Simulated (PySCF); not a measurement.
## Fractional electron number in Pd+ (palladium, charge +1)

The 4d beta orbital of [Kr] 4d9 is emptied in steps (occupation f), with all orbitals relaxed, ending at [Kr] 4d8. Calculation: PySCF 2.14, in aug-cc-pVDZ-PP with ECP28MDF; scalar relativity through the core potential. The exact energy is a straight line in f; departures are measured from the line between the end points of the same method.

```
  f  UHF (eV)  LDA (eV)  PBE (eV)
  1     0.000     0.000     0.000
0.9     0.182    -0.542    -0.527
0.7     0.408    -1.276    -1.240
0.5     0.468    -1.532    -1.486
0.3     0.379    -1.297    -1.257
0.1     0.157    -0.560    -0.542
  0     0.000     0.000     0.000
```

Problem. For LDA, how does the orbital energy at f = 1 compare with the removal energy?

Solution. −ε = 14.138 eV against a total-energy difference of 20.124 eV. By Janak's theorem ε = ∂E/∂f, so the gap between them reflects the curvature. Along the path −ε is 15.283 (f = 0.9), 17.635 (f = 0.7), 20.060 (f = 0.5), 22.547 (f = 0.3), 25.083 (f = 0.1) eV.

| method | E(f=0) − E(f=1) (eV) | −ε at f=1 (eV) | −ε at f=0.5 (eV) |
| --- | --- | --- | --- |
| UHF | 17.375 | 19.437 | 17.288 |
| LDA | 20.124 | 14.138 | 20.060 |
| PBE | 19.653 | 13.827 | 19.603 |

Reference removal energy between the ground levels: 19.43 ± 0.12 eV (semi-empirical (NIST evaluation); NIST Atomic Spectra Database, ionization energies). The calculation has no spin-orbit coupling. The determinant left behind need not be the lowest term of the ion. UHF lacks correlation.
